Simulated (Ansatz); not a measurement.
`B[SiH2][GeH2][SiH3]` + H₂ → `[SiH3][GeH2][SiH3]` + BH₃ at 600 K and 1 bar (hydrogenolysis of the Si–B bond).

Computed with Ansatz on PBE0-D4/def2-TZVP structures; ΔE is electronic, products minus reactants. CBS: MP2 limit from def2 TZ/QZ plus the TZ coupled-cluster correction, frozen cores. This one scheme is used for every species. For Ge outer-core shells are correlated without core-valence functions, which leaves a few kJ/mol of doubt a bond. Scalar relativity is left out up to krypton. Each species was taken in one conformer, which may not be the lowest.

| species | CCSD(T)/CBS energy (Eh) | H − E (kJ/mol) | S (J/(mol·K)) |
| --- | --- | --- | --- |
| `B[SiH2][GeH2][SiH3]` | -2684.43718 | 286.3 | 537.3 |
| H₂ | -1.17544 | 43.9 | 150.8 |
| `[SiH3][GeH2][SiH3]` | -2659.07062 | 239.2 | 464.5 |
| BH₃ | -26.55200 | 91.5 | 217.3 |

H − E and S are ideal-gas, rigid-rotor, harmonic terms from PBE0-D4/def2-TZVP, for one conformer and one mirror image of each species. For small species the MP2-based limit differs from directly extrapolated CCSD(T) by up to some mEh (0.8 for H₂); such offsets cancel only in part. 1 Eh = 2625.50 kJ/mol, R = 8.31446 J/(mol·K).

By hand: ΔE, ΔH, ΔS and ΔG.

ΔE = (-2659.07062) + (-26.55200) − (-2684.43718) − (-1.17544) = -0.01000 Eh = -26.3 kJ/mol. Δ(H − E) = 239.2 + 91.5 − 286.3 − 43.9 = 0.5, so ΔH = -25.8 kJ/mol. ΔS = 464.5 + 217.3 − 537.3 − 150.8 = -6.3 J/(mol·K). ΔG = -25.8 − 600 × (-6.3)/1000 = -22.0 kJ/mol.

By hand: the equilibrium constant, and the temperature at which ΔG would vanish if ΔH and ΔS stayed fixed.

log₁₀ K = −ΔG/(RT ln 10) = 1.9. ΔG = 0 at ΔH/ΔS = 4095 K, far beyond where these terms or the molecules hold.

The number of gas molecules stays the same, so ΔS is small and ΔH decides. A doubt of 5 kJ/mol in ΔE shifts log₁₀ K by 0.4 here. Other conformers and mirror images would add mixing entropy, several J/(mol·K) or more a flexible species. Modes under 60 cm⁻¹, often nearly free rotors, make the harmonic entropy too high. These are equilibria of isolated gas molecules and say nothing of rates. Largest T1 diagnostic: 0.013 (customary marks: 0.02 for closed shells, 0.045 for open ones).
